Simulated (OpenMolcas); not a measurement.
# Nb3+: ligand-field states by method

Nb3+ with 4 ligands (fluoride) in tetrahedral coordination (Td) at 1.81 Å. A charge of +0.25 e stands 2.4 Å behind each ligand. Ligand basis ANO-RCC-VDZP.

```json
{
 "Program": "OpenMolcas",
 "Basis": "ANO-RCC-VDZP [6s5p3d1f]",
 "Scalar Hamiltonian": "DKH2, point nucleus",
 "Active space": "2 electrons in 5 orbitals (4d)",
 "State averaging": "2S+1 = 3 even, 10 roots; 2S+1 = 1 even, 15 roots",
 "Spin-orbit coupling": "RASSI with atomic mean-field integrals over the reference wave functions"
}
```

I. CASSCF
II. SS-CASPT2, IPEA 0.25 Eh, imaginary shift 0.1 Eh (closed shells correlated: 4s 4p and the ligand valence shells)
III. SS-CASPT2, IPEA 0.25 Eh, sigma2 regulariser 0.3 Eh (closed shells correlated: 4s 4p and the ligand valence shells)

Spin-free states (labels of Td) in cm-1, each column counted from its own energy of the first state listed:

```tsv
State	Degeneracy	I	II	III
3A2	1	0	0	0
1E	2	10252	7590	7620
3T2	3	13268	11840	11860
1A1	1	18375	14750	14750
3T1	3	18560	15840	15900
2S+1 = 1	3	22758	18050	18130
2S+1 = 1	3	23710	19560	19640
3T1	3	28603	25930	25940
1E	2	32692	28720	28730
1T2	3	38412	32320	32530
1A1	1	50515	40080	40220
```

From I to II, I's first state of the same spin (3T2) moves from 13268 to 11840 cm-1, by about -1400 cm-1.

From I to II, I's first state of another spin (1E) moves from 10252 to 7590 cm-1, by about -2700 cm-1.

χT at 300 K: I 0.92, II 0.91, III 0.91 cm3 K/mol.

Roots that are degenerate in the reference are averaged as groups; the widest CASPT2 spread within a group is 610 cm-1 (the 3-fold group of multiplicity 1 near 19600 cm-1 above the lowest state of its run, II). Shifts and gaps below about the spread of the groups concerned are not significant. Over all roots computed the reference weight is 0.75 to 0.78 in II; a low but even weight reflects the number of correlated electrons. The least metal-like active orbital is 69 % on the metal (Löwdin) and no ligand orbital is active, so the numbers are rough. Ligand-to-metal charge-transfer states are missing. With no ligand orbital active B as a rule stays too high, so bands that hang on it stand too high and its fall with covalency is understated. Without dynamic correlation the repulsion within the d shell is too large (B by tens of per cent), so at a given field states of lower spin stand too high (holds for I). With metal d orbitals alone the field can be off either way by tens of per cent (holds for I). These CASPT2 states fit no ligand-field parameters well, so their order and spin gaps are uncertain (holds for II; III). With one d shell and no ligand orbital active, 10Dq can be off by a tenth or more (holds for II; III). The distance lies 5 % under the 1.9 Å that this model takes as the normal distance (a Shannon-type radius plus a fixed donor radius); by an R⁻⁵ law this alone changes a d-shell field by about +27 %. No measured value stands beside these numbers; the geometry is a model, was not optimised and need not be the one that this ion takes.
